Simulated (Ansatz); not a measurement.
Consider the stannylene formation by 1,1-elimination: `[CH3][SnH2][F]` → `[CH3][Sn][F]` + H₂.

Gas-phase electronic energies from Ansatz, PBE0-D4/def2-TZVP geometries. CCSD(T)/CBS is the MP2 limit (def2-TZVPP, def2-QZVPP) plus CCSD(T) − MP2 in def2-TZVPP, frozen cores. This one scheme is used for every species. DFT in def2-TZVPP. HSE06 is defined as in plane-wave codes. Elements past krypton have def2 core potentials. For Sn outer-core shells are correlated without core-valence functions, which leaves a few kJ/mol of doubt a bond.

`[CH3][SnH2][F]`:

Z-matrix (Å, degrees):
```
C
Sn 1 2.124
H 1 1.090 2 109.3
H 1 1.090 2 109.4 3 -119.7
H 1 1.091 2 110.4 3 120.1
F 2 1.932 1 104.3 3 58.4
H 2 1.706 1 114.7 3 171.9
H 2 1.706 1 114.7 3 -55.0
```

`[CH3][Sn][F]`:

```xyz
6

C    -0.619    0.031    0.187
Sn    1.007   -1.147   -0.648
F     2.268    0.340   -0.547
H    -0.770    0.919   -0.435
H    -0.328    0.379    1.183
H    -1.557   -0.523    0.260
```

H₂:

Cartesian coordinates in Å:
```
H 0.044 -0.162 -0.333
H -0.044 0.162 0.333
```

**Question.** Is it downhill or uphill in electronic energy at CCSD(T)/CBS, and by how much? (An estimate is asked.)

**Answer.** Computed: Uphill: ΔE = +8.8 kcal/mol.

**Question.** What do these levels give: BLYP-D4, HSE06-D4, BHLYP, SCS-MP2/def2-TZVPP, CCSD(T)/def2-TZVPP, HF/CBS(def2)? (Estimate.)

**Answer.** Computed: BLYP-D4 -0.2, HSE06-D4 9.8, BHLYP 8.7, SCS-MP2/def2-TZVPP 7.9, CCSD(T)/def2-TZVPP 10.4, HF/CBS(def2) 11.4 kcal/mol.

**Question.** What do rigid-rotor, harmonic-oscillator terms from PBE0-D4/def2-TZVP frequencies (298.15 K, 1 bar) make of the CCSD(T)/CBS value? (Estimate.)

**Answer.** Computed: ΔZPE = -3.3 kcal/mol, ΔH = +7.1 kcal/mol, ΔS = 124 J/(mol·K), ΔG = -1.7 kcal/mol. Modes under 50 cm⁻¹ make the entropy rough.

Largest T1 diagnostic among the species: 0.015.

Leaving LDA and LC-ωPBE aside and taking each functional with its dispersion term where it has one, the values, not all of them listed here, spread over 13.2 kcal/mol, from BLYP-D4 to B97M-V. LDA lies +8.4 kcal/mol from PBE without D4. From BLYP to BHLYP (50 % exact exchange), in def2-TZVPP and without D4, ΔE moves by +9.9 kcal/mol.
